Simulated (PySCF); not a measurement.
O₂Pb₂, SMILES [O]1[Pb]2=[Pb]1[O]2.

Geometry: B3LYP-D3(BJ)/def2-SVP. The def2 effective core potentials stand for the cores of Pb; spin–orbit coupling is left out.

Two levels are set side by side: TDA-PBE/def2-SVPD (PySCF) and TDA-PBE0/def2-SVPD (PySCF). Vertical, same geometry. The lowest singlet is HOMO→LUMO 100 % with PBE and HOMO−1→LUMO 100 % with the other functional; states are paired by order. Differences are taken from unrounded values.

```tsv
quantity	TDA-PBE0	TDA-PBE	TDA-PBE minus TDA-PBE0
lowest singlet excitation (eV)	3.25	2.53	-0.72
lowest triplet excitation (TDA) (eV)	2.90	2.51	-0.39
```

Functionals without exact exchange tend to place singlet excitations lower, as here. Differences between two approximate levels are no errors against the true value.

Rough cost on one machine, each run with all the roots and properties that it gave: TDA-PBE0 against TDA-PBE about 2 times.
